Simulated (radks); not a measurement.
Polarisability of the tantalum ion Ta5+, [Xe] 4f14, at imaginary frequency. Calculated with a radial shooting solver on a logarithmic mesh with Libxc functionals: scalar-relativistic Kohn-Sham, exchange-only LDA, spin-polarised, spherical densities, finite nucleus; Fermi nuclear charge, rms radius 5.3507 fm. Response by self-consistent Sternheimer equations with the Hartree and adiabatic exchange-only LDA kernel, the relativistic mass of each level held fixed and spin-orbit coupling left out.

w (hartree),alpha1(iw) (bohr^3),alpha2(iw) (bohr^5)
0.00266,2.554,3.638
0.0143,2.554,3.638
0.0360,2.553,3.637
0.0697,2.550,3.636
0.118,2.544,3.631
0.186,2.529,3.621
0.280,2.499,3.599
0.413,2.439,3.554
0.605,2.322,3.464
0.892,2.110,3.282
1.35,1.755,2.929
2.12,1.259,2.306
3.59,0.7314,1.426
6.94,0.3218,0.5910
17.5,0.08645,0.1297

Static values: alpha1 = 2.554 bohr^3 (0.3784 angstrom^3; uncoupled 4.552), alpha2 = 3.638 bohr^5, alpha3 = 14.22 bohr^7. C6 = 10.64, C8 = 86.55, triple-dipole C9 = 19.24 atomic units. One-pole (London) frequency 4 C6 / (3 alpha1^2) = 2.176 hartree, against 2.965 for minus the highest occupied eigenvalue.
